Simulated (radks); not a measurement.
Question: These are the eigenvalues of the occupied orbitals of an atom or ion with whole-number occupations (eV). Method: scalar-relativistic Kohn-Sham, PBE, spin-polarised, spherical densities, point nucleus; computed with a radial shooting solver on a logarithmic mesh with Libxc functionals.

orbital  eigenvalue
1s up     -46766.62
1s down   -46766.45
2s up     -7714.885
2s down   -7714.774
2p up     -6890.826
2p down   -6890.664
3s up     -1760.060
3s down   -1758.370
3p up     -1502.498
3p down   -1500.796
3d up     -1153.746
3d down   -1152.405
4s up     -420.2468
4s down   -416.1750
4p up     -335.2033
4p down   -331.1428
4d up     -215.7861
4d down   -211.6789
5s up     -118.9490
5s down   -114.7276
5p up      -95.3043
5p down    -91.4336
4f up      -86.1953

Which element is it, and in what charge state? The configuration may be excited. Open shells, if any, are filled with parallel spins first.

Answer: Z = 62, samarium, charge +6: Sm6+ in [Kr] 4d10 4f4 5s2 5p4. The list shows which subshells hold electrons but not how many an open one holds; the 1s level, -1718.6 hartree, gives Z - s = 58.6 by -(Z - s)^2/2, which with screening and relativity narrows Z to a few neighbours, and the depths of the outer levels then fix element, charge and occupations together.
